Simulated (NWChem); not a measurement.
System: C3H9ClSi; SMILES C[Si](C)(C)Cl

The following NWChem deck was run.

```
start job
memory heap 200 mb stack 900 mb global 1100 mb
geometry units angstroms noautoz
  C      0.832383    -1.581240     0.898514
  Si     0.000000     0.000000     0.341848
  C      0.953203     1.511484     0.898514
  C     -1.785585     0.069756     0.898514
  Cl     0.000000     0.000000    -1.754262
  H      0.861377    -1.636078     1.999026
  H      0.290550    -2.463918     0.525839
  H      1.866651    -1.633860     0.525655
  H      0.481639     2.433498     0.525655
  H      0.986197     1.564013     1.999026
  H      1.988541     1.483583     0.525839
  H     -1.847574     0.072065     1.999026
  H     -2.348290    -0.799637     0.525655
  H     -2.279091     0.980336     0.525839
end
basis spherical
  * library sto-3g
end
dft
  xc b3lyp
  iterations 150
  mulliken
end
task dft energy
```

Output (shortened):

```
             Northwest Computational Chemistry Package (NWChem) 7.3.0
             --------------------------------------------------------

 C3  symmetry detected

                             Geometry "geometry" -> ""
                             -------------------------

 Output coordinates in angstroms (scale by  1.889725989 to convert to a.u.)

  No.       Tag          Charge          X              Y              Z
 ---- ---------------- ---------- -------------- -------------- --------------
    1 C                    6.0000    -0.93966857     1.51993529    -0.89354452
    2 Si                  14.0000    -0.00000000    -0.00000000    -0.33687852
    3 C                    6.0000     1.78613686     0.05380921    -0.89354452
    4 C                    6.0000    -0.84646829    -1.57374450    -0.89354452
    5 Cl                  17.0000     0.00000000     0.00000000     1.75923148
    6 H                    1.0000    -0.97219230     1.57275684    -1.99405652
    7 H                    1.0000    -1.97521459     1.50127961    -0.52086952
    8 H                    1.0000    -0.45989069     2.43770110    -0.52068552
    9 H                    1.0000     2.34105643    -0.82057353    -0.52068552
   10 H                    1.0000     1.84814352     0.05556481    -1.99405652
   11 H                    1.0000     2.28775358     0.95994621    -0.52086952
   12 H                    1.0000    -0.87595122    -1.62832165    -1.99405652
   13 H                    1.0000    -1.88116573    -1.61712758    -0.52068552
   14 H                    1.0000    -0.31253899    -2.46122582    -0.52086952

 Effective nuclear repulsion energy (a.u.)     298.2045206698

      Symmetry information
      --------------------

 Group name             C3
 Group number              5
 Group order               3
 No. of unique centers     6

                                 NWChem DFT Module
                                 -----------------

 Summary of "ao basis" -> "ao basis" (spherical)
 ------------------------------------------------------------------------------
       Tag                 Description            Shells   Functions and Types
 ---------------- ------------------------------  ------  ---------------------
 C                           sto-3g                  3        5   2s1p
 Si                          sto-3g                  5        9   3s2p
 Cl                          sto-3g                  5        9   3s2p
 H                           sto-3g                  1        1   1s

      Symmetry analysis of basis
      --------------------------

        a          18
        e+         12
        e-         12

  Rotation of axis

            General Information
            -------------------
          SCF calculation type: DFT
          Wavefunction type:  closed shell.
          No. of atoms     :    14
          No. of electrons :    58
           Alpha electrons :    29
            Beta electrons :    29
          Charge           :     0
          Spin multiplicity:     1
          Use of symmetry is: on ; symmetry adaption is: on
          Maximum number of iterations: 150
          AO basis - number of functions:    42
                     number of shells:    28
          Convergence on energy requested:  1.00D-06
          Convergence on density requested:  1.00D-05
          Convergence on gradient requested:  5.00D-04

              XC Information
              --------------
                         B3LYP Method XC Potential
                     Hartree-Fock (Exact) Exchange  0.200
                        Slater Exchange Functional  0.800 local
                    Becke 1988 Exchange Functional  0.720 non-local
              Lee-Yang-Parr Correlation Functional  0.810
                  VWN I RPA Correlation Functional  0.190 local

             Grid Information
             ----------------
          Grid used for XC integration:  medium
          Radial quadrature: Mura-Knowles
          Angular quadrature: Lebedev.
          Tag              B.-S. Rad. Rad. Pts. Rad. Cut. Ang. Pts.
          ---              ---------- --------- --------- ---------
          C                   0.70       49          10.0       434
          Si                  1.10       88           8.0       590
          Cl                  1.00       88          10.0       590
          H                   0.35       45          11.0       434
          Grid pruning is: on
          Number of quadrature shells:   360
          Spatial weights used:  Erf1

      Superposition of Atomic Density Guess
      -------------------------------------

 Sum of atomic energies:        -855.73648043

      Non-variational initial energy
      ------------------------------

 Total energy =    -856.306933
 1-e energy   =   -1781.376641
 2-e energy   =     626.865187
 HOMO         =      -0.180641
 LUMO         =       0.343826

      Symmetry analysis of molecular orbitals - initial
      -------------------------------------------------

  Numbering of irreducible representations:

     1 a           2 e+          3 e-

  Orbital symmetries:

     1 a           2 a           3 a           4 e+          5 e+
     6 a           7 a           8 e+          9 e+         10 a
    11 e+         12 e+         13 a          14 a          15 e+
    16 e+         17 a          18 a          19 a          20 e+
    21 e+         22 e+         23 e+         24 a          25 e+
    26 e+         27 a          28 e+         29 e+         30 a
    31 a          32 e+         33 e+         34 a          35 e+
    36 e+         37 e+         38 e+         39 a

     ---------------------------------------------
      Total Density - Mulliken Population Analysis
     ---------------------------------------------

    Atom       Charge   Shell Charges
 -----------   ------   -------------------------------------------------------
    1 C    6     6.36   1.99  1.36  3.01
    2 Si  14    12.73   2.00  1.99  5.87  1.21  1.66
    3 C    6     6.36   1.99  1.36  3.01
    4 C    6     6.36   1.99  1.36  3.01
    5 Cl  17    17.65   2.00  2.00  5.99  1.97  5.69
    6 H    1     0.94   0.94
    7 H    1     0.95   0.95
    8 H    1     0.95   0.95
    9 H    1     0.95   0.95
   10 H    1     0.94   0.94
   11 H    1     0.95   0.95
   12 H    1     0.94   0.94
   13 H    1     0.95   0.95
   14 H    1     0.95   0.95

   convergence    iter        energy       DeltaE   RMS-Dens  Diis-err
 ---------------- ----- ----------------- --------- --------- ---------
 d= 0,ls=0.0,diis     1   -859.7051654519 -1.16D+03  2.93D-02  2.85D-01
 d= 0,ls=0.0,diis     2   -859.7424609447 -3.73D-02  1.30D-02  1.02D-01
 d= 0,ls=0.0,diis     3   -859.7640837580 -2.16D-02  1.89D-03  3.61D-03
 d= 0,ls=0.0,diis     4   -859.7647950282 -7.11D-04  3.17D-04  1.19D-04
 d= 0,ls=0.0,diis     5   -859.7648137771 -1.87D-05  6.06D-05  5.67D-06
 d= 0,ls=0.0,diis     6   -859.7648146722 -8.95D-07  5.85D-06  1.11D-08

         Total DFT energy =     -859.764814672250
      One electron energy =    -1780.288684795391
           Coulomb energy =      691.207517006526
    Exchange-Corr. energy =      -68.888167553185
 Nuclear repulsion energy =      298.204520669800

 Numeric. integr. density =       58.000027748111

                  Occupations of the irreducible representations
                  ----------------------------------------------

                     irrep           alpha         beta
                     --------     --------     --------
                     a                13.0         13.0
                     e+               16.0         16.0
                     e-                0.0          0.0

                       DFT Final Molecular Orbital Analysis
                       ------------------------------------

 Vector   27  Occ=2.000000D+00  E=-2.832064D-01  Symmetry=a
              MO Center= -2.5D-16,  7.7D-16,  8.9D-01, r^2= 3.7D+00
   Bfn.  Coefficient  Atom+Function         Bfn.  Coefficient  Atom+Function
  ----- ------------  ---------------      ----- ------------  ---------------
    33      0.749482   5 Cl pz               14     -0.334866   2 Si pz
    30      0.230853   5 Cl s                29     -0.213804   5 Cl pz
    34     -0.151547   6 H  s                38     -0.151547  10 H  s
    40     -0.151547  12 H  s                 5      0.147030   1 C  pz
    19      0.147030   3 C  pz               24      0.147030   4 C  pz

 Vector   28  Occ=2.000000D+00  E=-2.129683D-01  Symmetry=e+
              MO Center= -9.2D-02, -3.5D-02,  1.4D+00, r^2= 2.0D+00
   Bfn.  Coefficient  Atom+Function         Bfn.  Coefficient  Atom+Function
  ----- ------------  ---------------      ----- ------------  ---------------
    32      0.954873   5 Cl py               28     -0.263317   5 Cl py
    23      0.188637   4 C  py                4      0.151546   1 C  py
    31      0.129820   5 Cl px               21      0.113008   4 C  s
    22      0.098867   4 C  px                2     -0.093149   1 C  s
     3     -0.088688   1 C  px               24      0.082818   4 C  pz

 Vector   29  Occ=2.000000D+00  E=-2.129683D-01  Symmetry=e+
              MO Center=  9.2D-02,  3.5D-02,  1.4D+00, r^2= 2.0D+00
   Bfn.  Coefficient  Atom+Function         Bfn.  Coefficient  Atom+Function
  ----- ------------  ---------------      ----- ------------  ---------------
    31      0.954873   5 Cl px               27     -0.263317   5 Cl px
    17      0.224234   3 C  px               32     -0.129820   5 Cl py
     4     -0.120281   1 C  py               16     -0.119025   3 C  s
    19     -0.087230   3 C  pz               12     -0.082039   2 Si px
     3      0.080352   1 C  px                2      0.076711   1 C  s

 Vector   30  Occ=0.000000D+00  E= 1.686577D-01  Symmetry=a
              MO Center= -9.0D-17, -1.8D-16,  3.3D-01, r^2= 2.4D+00
   Bfn.  Coefficient  Atom+Function         Bfn.  Coefficient  Atom+Function
  ----- ------------  ---------------      ----- ------------  ---------------
    14      0.856230   2 Si pz               33      0.781383   5 Cl pz
    11      0.728614   2 Si s                30     -0.400212   5 Cl s
    10     -0.267721   2 Si pz               29     -0.188587   5 Cl pz
    34      0.185000   6 H  s                38      0.185000  10 H  s
    40      0.185000  12 H  s                17      0.170252   3 C  px

 Vector   31  Occ=0.000000D+00  E= 2.690743D-01  Symmetry=a
              MO Center= -1.0D-14, -2.3D-15, -8.4D-01, r^2= 2.4D+00
   Bfn.  Coefficient  Atom+Function         Bfn.  Coefficient  Atom+Function
  ----- ------------  ---------------      ----- ------------  ---------------
    11      0.981458   2 Si s                14     -0.622359   2 Si pz
     2     -0.471958   1 C  s                16     -0.471958   3 C  s
    21     -0.471958   4 C  s                17      0.426123   3 C  px
    23     -0.375365   4 C  py                4      0.362702   1 C  py
     5     -0.240962   1 C  pz               19     -0.240962   3 C  pz

 Vector   32  Occ=0.000000D+00  E= 3.103901D-01  Symmetry=e+
              MO Center= -1.1D-02,  3.8D-02, -5.1D-01, r^2= 2.9D+00
   Bfn.  Coefficient  Atom+Function         Bfn.  Coefficient  Atom+Function
  ----- ------------  ---------------      ----- ------------  ---------------
    12      0.786179   2 Si px               13      0.656711   2 Si py
    21      0.491955   4 C  s                16     -0.416791   3 C  s
    17      0.413373   3 C  px               23      0.385622   4 C  py
    35      0.338897   7 H  s                36     -0.338863   8 H  s
    22      0.326048   4 C  px                8     -0.226427   2 Si px

     ---------------------------------------------
      Total Density - Mulliken Population Analysis
     ---------------------------------------------

    Atom       Charge   Shell Charges
 -----------   ------   -------------------------------------------------------
    1 C    6     6.40   1.99  1.25  3.16
    2 Si  14    13.13   2.00  1.98  5.87  1.22  2.05
    3 C    6     6.40   1.99  1.25  3.16
    4 C    6     6.40   1.99  1.25  3.16
    5 Cl  17    17.38   2.00  2.00  5.99  1.99  5.40
    6 H    1     0.93   0.93
    7 H    1     0.92   0.92
    8 H    1     0.92   0.92
    9 H    1     0.92   0.92
   10 H    1     0.93   0.93
   11 H    1     0.92   0.92
   12 H    1     0.93   0.93
   13 H    1     0.92   0.92
   14 H    1     0.92   0.92

     -------------------------------------------
      Total Density - Lowdin Population Analysis
     -------------------------------------------

    Atom       Charge   Shell Charges
 -----------   ------   -------------------------------------------------------
    1 C    6     6.29   1.98  1.07  3.23
    2 Si  14    13.22   2.00  1.98  5.81  1.16  2.27
    3 C    6     6.29   1.98  1.07  3.23
    4 C    6     6.29   1.98  1.07  3.23
    5 Cl  17    17.33   2.00  2.00  5.98  1.94  5.41
    6 H    1     0.96   0.96
    7 H    1     0.95   0.95
    8 H    1     0.95   0.95
    9 H    1     0.95   0.95
   10 H    1     0.96   0.96
   11 H    1     0.95   0.95
   12 H    1     0.96   0.96
   13 H    1     0.95   0.95
   14 H    1     0.95   0.95

     Multipole analysis of the density
     ---------------------------------

     L   x y z        total         alpha         beta         nuclear
     -   - - -        -----         -----         ----         -------
     0   0 0 0     -0.000000    -29.000000    -29.000000     58.000000

     1   1 0 0     -0.000000     -0.000000     -0.000000     -0.000000
     1   0 1 0      0.000000      0.000000      0.000000     -0.000000
     1   0 0 1     -1.203915     -0.601957     -0.601957     -0.000000

     2   2 0 0    -31.861538   -109.368568   -109.368568    186.875597
     2   1 1 0     -0.000000     -0.000000     -0.000000      0.000000
     2   1 0 1      0.000000      0.000000      0.000000      0.000000
     2   0 2 0    -31.861538   -109.368568   -109.368568    186.875597
     2   0 1 1     -0.000000     -0.000000     -0.000000      0.000000
     2   0 0 2    -35.525979   -164.408163   -164.408163    293.290347
```

Level: B3LYP/STO-3G. All runs use the structure optimised with PBE0/def2-SVP.
